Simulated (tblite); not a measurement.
Compound: C₆H₉P.
Numbering: `[CH2:1]=[CH:2][P:3]([CH3:4])[C:5]#[C:6][CH3:7]` (hydrogens: H8, H9 on C1; H10 on C2; H11, H12, H13 on C4; H14, H15, H16 on C7)

Computed with GFN2-xTB (tblite), gas phase: Langevin dynamics at 200 K from the optimised GFN2-xTB geometry, time step 0.5 fs, friction 0.01 fs⁻¹, 2000 steps.

Start geometry:
```
atom  x, y, z in Å
C1     -2.621    1.187    0.120
C2     -1.449    1.147    0.733
P3     -0.685   -0.321    1.501
C4     -1.307   -1.660    0.374
C5      0.906   -0.102    0.762
C6      2.038    0.047    0.377
C7      3.375    0.225   -0.144
H8     -3.030    2.110   -0.262
H9     -3.227    0.308   -0.029
H10    -0.881    2.057    0.887
H11    -2.340   -1.896    0.627
H12    -0.702   -2.552    0.531
H13    -1.242   -1.355   -0.669
H14     4.091    0.268    0.676
H15     3.634   -0.607   -0.799
H16     3.432    1.153   -0.714
```

The statistics below take the 31 frames saved every 25 fs from 250 to 1000 fs; their kinetic temperature (all 3N coordinates) averages 188 K.

Question: How do the bond lengths spread?

Answer: 
```csv
bond,start (Å),mean (Å),standard deviation (Å),shortest (Å),longest (Å)
C1=C2,1.323,1.324,0.014,1.302,1.358
C2–P3,1.824,1.828,0.026,1.780,1.890
P3–C4,1.858,1.865,0.025,1.821,1.922
P3–C5,1.768,1.772,0.027,1.719,1.825
C5≡C6,1.205,1.207,0.010,1.187,1.225
C6–C7,1.446,1.448,0.025,1.409,1.504
C1–H8,1.079,1.084,0.036,1.001,1.164
C1–H9,1.078,1.081,0.017,1.057,1.121
C2–H10,1.084,1.087,0.018,1.056,1.125
C4–H11,1.089,1.093,0.035,1.030,1.154
C4–H12,1.089,1.088,0.020,1.054,1.130
C4–H13,1.089,1.089,0.021,1.049,1.129
C7–H14,1.090,1.092,0.029,1.029,1.142
C7–H15,1.090,1.090,0.019,1.055,1.133
C7–H16,1.090,1.095,0.023,1.055,1.160
```

Question: Give the same statistics for bond angles, one of each kind among heavy atoms.

Answer: 
```csv
angle,start (°),mean (°),standard deviation (°),smallest (°),largest (°)
C1–C2–P3,126.2,126.2,3.4,118.3,136.2
C2–P3–C4,100.6,101.1,3.1,95.9,109.5
C2–P3–C5,95.8,96.4,4.2,86.6,105.1
C4–P3–C5,97.9,97.2,3.2,91.8,106.5
P3–C5–C6,173.9,168.4,5.7,158.6,177.5
C5–C6–C7,177.5,171.3,4.1,162.4,178.9
```

Question: How far does each atom move about its mean position (frames aligned on the start, all atoms weighted alike), and what rms force does it feel?

Answer: 
| atom | rms displacement (Å) | rms force (eV/Å) |
| --- | --- | --- |
| C1 | 0.24 | 1.53 |
| C2 | 0.18 | 1.19 |
| P3 | 0.16 | 1.12 |
| C4 | 0.17 | 1.41 |
| C5 | 0.20 | 1.31 |
| C6 | 0.13 | 1.29 |
| C7 | 0.15 | 1.58 |
| H8 | 0.36 | 1.26 |
| H9 | 0.40 | 0.65 |
| H10 | 0.36 | 0.65 |
| H11 | 0.28 | 1.13 |
| H12 | 0.31 | 0.81 |
| H13 | 0.31 | 0.76 |
| H14 | 0.97 | 0.94 |
| H15 | 0.97 | 0.78 |
| H16 | 1.09 | 0.76 |

The displacements run from 0.13 to 1.09 Å, the largest at H16.

Question: Follow the torsion C1–C2–P3–C4 through every second one of these frames.

Answer: 
```tsv
t (fs)	C1–C2–P3–C4 (°)
250	20
300	16
350	30
400	38
450	41
500	41
550	45
600	49
650	30
700	25
750	27
800	16
850	19
900	5
950	8
1000	25
```

Largest departure from the start value over all these frames: C1–C2–P3–C4 35° (start 33°).

Question: How widely does the potential energy scatter, against a harmonic estimate?

Answer: Mean 0.36 eV above the start, standard deviation 0.064 eV, range 0.22 to 0.52 eV. For 42 classical harmonic modes at 200 K the canonical values are 42kT/2 = 0.36 eV and kT·√(42/2) = 0.079 eV.

The run is classical and short, so these are rough statistics of one trajectory.

What follows is the cost of the whole dynamics run. Time: 18 s wall; peak memory 0.18 GiB. Hardware: Arm Neoverse N1, one thread, no GPU, shared host with 64 logical CPUs at a one-minute load of 55.
